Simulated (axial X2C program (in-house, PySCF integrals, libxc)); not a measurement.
# Density and ELF of SnO⁻

Calculated with an axial X2C code built on PySCF integrals. Two-component (2c) means X2C with spin–orbit coupling and atomic mean-field two-electron Coulomb and Gaunt terms. Basis: Sn dyall-acv3z [12s13p10d5f1g], O dyall-av3z [7s6p3d2f] (cores contracted in-house); Gaussian nuclei, density fitting, unrestricted open shells. Masses: Sn 119.902 u, O 15.995 u.

PBE0, with spin–orbit coupling, state Ω = 1/2 (⟨Sz⟩ = -0.50, ⟨Lz⟩ = 1.00 at PBE0); Sn at z = 0, O at z = 1.881 Å.

The maps cover the half plane through the axis: z from -2.4 to 4.2 Å along the bond, ρ from 0.15 to 2.25 Å away from it.

log10 of the density in e/bohr³:

```
 ρ\z  -2.4  -1.8  -1.2  -0.6   0.0   0.6   1.2   1.8   2.4   3.0   3.6   4.2
0.15  -2.8  -2.1  -1.4  -0.1   1.8  -0.1  -0.7   0.5  -0.4  -1.7  -2.7  -3.7
0.45  -2.9  -2.2  -1.5  -0.5   0.4  -0.5  -0.9  -0.3  -0.8  -1.8  -2.8  -3.7
0.75  -2.9  -2.3  -1.6  -1.0  -0.5  -1.1  -1.2  -0.9  -1.2  -2.1  -3.0  -3.8
1.05  -3.0  -2.4  -1.9  -1.4  -1.2  -1.5  -1.6  -1.5  -1.7  -2.4  -3.2  -3.9
1.35  -3.2  -2.6  -2.1  -1.8  -1.7  -1.9  -2.0  -2.0  -2.2  -2.8  -3.4  -4.1
1.65  -3.3  -2.8  -2.4  -2.1  -2.0  -2.2  -2.4  -2.4  -2.7  -3.1  -3.7  -4.3
1.95  -3.4  -3.0  -2.6  -2.4  -2.3  -2.5  -2.7  -2.8  -3.1  -3.4  -3.9  -4.5
2.25  -3.6  -3.2  -2.8  -2.7  -2.6  -2.8  -3.0  -3.2  -3.4  -3.8  -4.2  -4.7
```

Electron localisation function (collinear form, no current term, damped to 0 at low density):

```
 ρ\z  -2.4  -1.8  -1.2  -0.6   0.0   0.6   1.2   1.8   2.4   3.0   3.6   4.2
0.15  0.28  0.76  0.55  0.60  0.75  0.59  0.72  0.21  0.87  0.59  0.17  0.01
0.45  0.26  0.73  0.60  0.39  0.76  0.35  0.66  0.81  0.86  0.54  0.14  0.01
0.75  0.22  0.69  0.68  0.27  0.40  0.19  0.54  0.80  0.77  0.43  0.10  0.01
1.05  0.17  0.62  0.75  0.42  0.25  0.23  0.39  0.62  0.58  0.29  0.06  0.00
1.35  0.14  0.54  0.76  0.66  0.46  0.31  0.25  0.39  0.35  0.17  0.03  0.00
1.65  0.10  0.45  0.72  0.75  0.62  0.34  0.16  0.21  0.18  0.08  0.01  0.00
1.95  0.07  0.35  0.65  0.73  0.63  0.30  0.10  0.10  0.08  0.03  0.00  0.00
2.25  0.05  0.25  0.53  0.65  0.55  0.25  0.06  0.04  0.03  0.01  0.00  0.00
```

Axial spin density in 10⁻³ e/bohr³:

```
 ρ\z  -2.4  -1.8  -1.2  -0.6    0.0   0.6   1.2    1.8   2.4  3.0  3.6  4.2
0.15   0.1   0.5   1.4   0.5  -13.9   0.0   0.5  -44.0  -0.2  0.2  0.0  0.0
0.45   0.1   0.2   0.4   0.3   -1.2  -0.7   0.3  -21.0  -2.6  0.1  0.0  0.0
0.75   0.0  -0.1  -0.9  -2.8   -2.8  -1.9   0.6   -4.0  -1.3  0.0  0.0  0.0
1.05  -0.1  -0.4  -1.7  -4.7   -6.0  -2.3   0.5   -0.4  -0.3  0.0  0.0  0.0
1.35  -0.2  -0.6  -1.8  -4.2   -4.9  -2.0   0.2    0.2   0.0  0.0  0.0  0.0
1.65  -0.2  -0.6  -1.5  -3.0   -3.2  -1.4   0.0    0.1   0.1  0.0  0.0  0.0
1.95  -0.2  -0.5  -1.1  -1.9   -2.0  -0.9  -0.1    0.1   0.1  0.0  0.0  0.0
2.25  -0.2  -0.4  -0.8  -1.2   -1.2  -0.6  -0.1    0.0   0.0  0.0  0.0  0.0
```

The state is a single determinant with fixed occupations, the lowest that a limited PBE0 search found. Density functionals use the spin component along the axis (collinear). The functionals have no current-density term, which raises determinants with orbital currents, atoms included. The highest occupied level of some functionals is positive through self-interaction error; at Hartree–Fock it is bound. The determinant is spin-polarised beyond a pure state at some levels (its spin-free form has ⟨S²⟩ too high), which makes Re and μ there less reliable. The stretched end of a curve changes character and is left out.
